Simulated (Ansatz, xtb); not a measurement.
**Two isomers of C5H5BN2**

Structure X: `N#CC1=CC=CB1N`, a singlet. Structure Y: `N#CC1=CB(N)C=C1`, a singlet. Both are isolated molecules in the gas phase, relaxed with B3LYP-D3(BJ)/def2-SVP; the shapes shown needn't be the lowest conformers.

X (Å):

```xyz
13

C    -0.7472    0.4824    2.9855
C    -1.1666    0.4462    1.6328
C    -1.7471    1.4560    0.9325
C    -2.0525    1.0531   -0.4691
C    -1.6858   -0.2217   -0.7311
B    -1.0601   -0.7791    0.6116
N    -0.3775    0.4337    4.0887
N    -0.5291   -2.0252    0.8970
H    -1.9736    2.4512    1.3245
H    -2.5222    1.7474   -1.1717
H    -1.8285   -0.6970   -1.7035
H    -0.4776   -2.7810    0.2235
H    -0.1542   -2.2608    1.8106
```

Y (Å):

```xyz
13

C     1.0806    1.2338    0.2330
C    -0.1219    0.5065    0.4951
C    -1.1364    0.9048    1.3028
C    -1.5808   -1.3393    0.2557
C    -0.3913   -0.8407   -0.1322
B    -2.2115   -0.2665    1.2355
N     2.0640    1.8109    0.0085
N    -3.4302   -0.3183    1.8989
H    -1.1240    1.8518    1.8446
H    -4.0734   -1.0974    1.8136
H    -3.7605    0.4176    2.5130
H    -1.9597   -2.3041   -0.0875
H     0.3314   -1.3020   -0.8104
```

Energies in hartree; the thermal terms are from GFN2-xTB frequencies at re-optimised GFN2-xTB minima (ideal gas, soft modes damped towards free rotors, one conformer each, 298.15 K, 1 atm) and include the zero-point energy:

```
                              X           Y
E, CCSD(T)/def2-SVP  −326.728410  −326.723573
    E, MP2/def2-SVP  −326.637503  −326.632519
  E, MP2/def2-TZVPP  −327.224243  −327.218841
  zero-point energy     0.092597     0.092504
       H(298 K) − E     0.101039     0.100954
       G(298 K) − E     0.060792     0.060706
```

Question: Correct the CCSD(T) difference for the basis set by the MP2 change, then work out ΔE, ΔE₀, ΔH and ΔG for X → Y in kcal/mol (1 Eh = 627.51 kcal/mol) and the equilibrium ratio [Y]/[X].

Answer: 1. Differences Y − X: CCSD(T) +0.004837, MP2 in the small set +0.004984, MP2 in the large set +0.005402 Eh.
2. ΔE = +0.004837 + (+0.005402 − (+0.004984)) = +0.005255 Eh = +3.30 kcal/mol.
3. ΔE₀ = ΔE + ΔZPE = +0.005255 + (−0.000093) Eh = +3.24 kcal/mol.
4. ΔH = ΔE + (−0.000085) Eh = +3.24 kcal/mol.
5. ΔG = ΔE + (−0.000086) Eh = +3.24 kcal/mol, so ΔS = (ΔH − ΔG)/T = 0.0 J/(mol K).
6. kT = 0.9442 mEh, so K = [Y]/[X] = exp(−ΔG/kT) = exp(−5.47) ≈ 0.0042.

Structure X is favoured at this temperature. An error of 1 kcal/mol in ΔG would change K by a factor of 5.4. Mirror images and further conformers aren't counted.

As drawn, both hold the same kinds of bond in the same numbers.

Other levels gave ΔE = +3.6 (GFN2-xTB); +2.3 (HF/STO-3G, GFN2-xTB geometries); +4.6 (r2SCAN-D4/def2-SVP, GFN2-xTB geometries); +4.2 (B3LYP-D3(BJ)/def2-SVP); +3.7 (HF/def2-SVP); +3.1 (MP2/def2-SVP); +3.0 (CCSD(T)/def2-SVP) kcal/mol. The correlated steps freeze 8 core orbitals. Programs: Ansatz 0.2.0, xtb 6.7.1.
